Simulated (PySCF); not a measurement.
These are PBE-D3(BJ)/def2-TZVP in PySCF values and carry that method's errors. All species are isolated molecules in the gas phase. One relaxed conformer stands for a flexible species; it need not be the lowest. Delta-SCF ions had no search for a lower state. Excitations are Tamm–Dancoff values on a coarser integration grid. The basis has no diffuse functions, so Rydberg states are missing or too high.

Reference species (SMILES): `C=C[SiH]=C` (C–C–Si–C torsion 2°) (neutral, multiplicity 1).

The LUMO is -2.55 eV, the T1 excitation (TDA) comes out as 2.13 eV and the vertical ionisation energy (Delta-SCF) comes out as 8.12 eV.

Changed species: `C1[SiH]=CC1`.

**Question.** What does the change do to the LUMO, T1 excitation (TDA) and vertical ionisation energy (Delta-SCF)?

**Answer.** the LUMO increases by 0.89 eV, to -1.66 eV; the T1 excitation (TDA) increases by 0.35 eV, to 2.48 eV; the vertical ionisation energy (Delta-SCF) falls by 0.18 eV, to 7.94 eV.
